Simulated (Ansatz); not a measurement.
`[F][Sn]([Br])([Br])[Br]` + `[Cl][SnH2][Cl]` → `[F][SnH]([Br])[Br]` + `[Cl][SnH]([Cl])[Br]`  (redistribution)

Isolated molecules relaxed with PBE0-D4/def2-TZVP in Ansatz; ΔE leaves out vibrations. CCSD(T)/CBS is the MP2 limit (def2-TZVPP, def2-QZVPP) plus CCSD(T) − MP2 in def2-TZVPP, frozen cores. Functionals use def2-TZVPP. def2 core potentials past Kr. For Br, Sn outer-core shells are correlated without core-valence functions, which leaves a few kJ/mol of doubt a bond. Scalar relativity is left out up to krypton.

`[F][Sn]([Br])([Br])[Br]`:

Cartesian coordinates in Å:
```
F 1.307 -0.731 -1.232
Sn 0.028 -0.016 -0.026
Br -0.677 -1.845 1.415
Br 1.148 1.750 1.219
Br -1.806 0.842 -1.377
```

`[Cl][SnH2][Cl]`:

Cartesian coordinates in Å:
```
Cl 0.785 -1.307 1.583
Sn -0.185 0.094 0.014
Cl 1.312 0.247 -1.746
H -0.325 1.633 0.711
H -1.586 -0.666 -0.563
```

`[F][SnH]([Br])[Br]`:

Cartesian coordinates in Å:
```
F 0.543 -1.126 1.429
Sn -0.165 -0.013 0.055
Br 0.992 2.126 0.282
Br 0.470 -1.082 -2.047
H -1.840 0.096 0.280
```

`[Cl][SnH]([Cl])[Br]`:

Cartesian coordinates in Å:
```
Cl -1.079 -0.659 1.866
Sn 0.112 0.120 0.056
Cl -1.397 1.133 -1.359
Br 1.060 -1.812 -1.111
H 1.304 1.218 0.548
```

```csv
level,ΔE (kcal/mol)
revPBE-D4,-1.1
BLYP-D4,-1.1
r2SCAN-D4,-1.5
BHLYP-D4,-1.4
B2PLYP,-1.5
BHLYP,-1.8
CCSD/def2-SVP,-1.5
SCS-MP2/def2-QZVPP,-1.4
```

Problem. What does CCSD(T)/CBS give? (An estimate is asked.)

Solution. The calculation gave: -1.6 kcal/mol. The listed levels differ from it by 0.5, 0.5, 0.1, 0.2, 0.1, -0.2, 0.1, 0.2 kcal/mol.

Problem. What do rigid-rotor, harmonic-oscillator terms from PBE0-D4/def2-TZVP frequencies (298.15 K, 1 bar) make of the CCSD(T)/CBS value? (Best estimate.)

Solution. The calculation gave: ΔZPE = 0.0 kcal/mol, ΔH = -1.7 kcal/mol, ΔS = 15 J/(mol·K), ΔG = -2.8 kcal/mol.

Largest T1 diagnostic among the species: 0.011.

In def2-TZVPP, CCSD(T) changes the Hartree–Fock value by +0.8 kcal/mol (the triples alone add +0.1 kcal/mol) and MP2 by +0.9 kcal/mol. Leaving LDA and LC-ωPBE aside and taking each functional with its dispersion term where it has one, the values, not all of them listed here, spread over 0.6 kcal/mol, from r2SCAN0-D4 to BLYP-D4.

CCSD(T)/CBS has its own doubt, a few kJ/mol and more with outer-core shells, so smaller differences from it don't rank the levels.
